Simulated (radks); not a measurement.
Values are calculated unless marked as measured or tabulated.
All-electron atom: Cs in [Xe] 6p1 (not the ground configuration). Code: a radial shooting solver on a logarithmic mesh with Libxc functionals. Model: non-relativistic Kohn-Sham, BLYP, spin-unpolarised, spherical densities, point nucleus; relativity is left out, which matters for an element this heavy.

Normalised radial functions P(r) = r R(r), r in bohr:

```
   r/bohr * 4s, o 5s, + 6p (the largest magnitude, 1.35, reaches the edge; | marks zero, & curves that meet)
 0.002419                             +o*
 0.003359                             +o *
 0.004625                             + o *
 0.006421                             + o  *
 0.008842                             + o   *
  0.01227                             + o   *
  0.01704                             + o   *
  0.02347                             + o  *
  0.03257                             o&
  0.04522                         * o |+
  0.06227                    *    o   |+
  0.08645                   *     o   |+
     0.12                        *  o +
   0.1653                            +|  o   *
   0.2294                            +|     o         *
   0.3159                             +  o     *
   0.4386                 *     o     |+
   0.6088  *                 o        | +
   0.8384     *                      o+
    1.164                  *        + |           o
    1.616                          &  |                 o
    2.225                           + *            o
    3.089                             * +   o
    4.288                             *o    +
    5.905                             &       +
    8.197                             &      +
    11.29                             &   +
    15.67                             & +
    21.75                             &
```

4s: eigenvalue -204.20 eV, 3 radial nodes at r = 0.0354, 0.137, 0.370 bohr, <r> = 0.725 bohr, 90 % of the charge inside 1.04 bohr. 5s: eigenvalue -25.658 eV, 4 radial nodes at r = 0.0354, 0.136, 0.356, 0.860 bohr, <r> = 1.81 bohr, 90 % of the charge inside 2.62 bohr. 6p: eigenvalue -1.138 eV, 4 radial nodes at r = 0.118, 0.349, 0.889, 2.61 bohr, <r> = 7.72 bohr, 90 % of the charge inside 11.5 bohr.
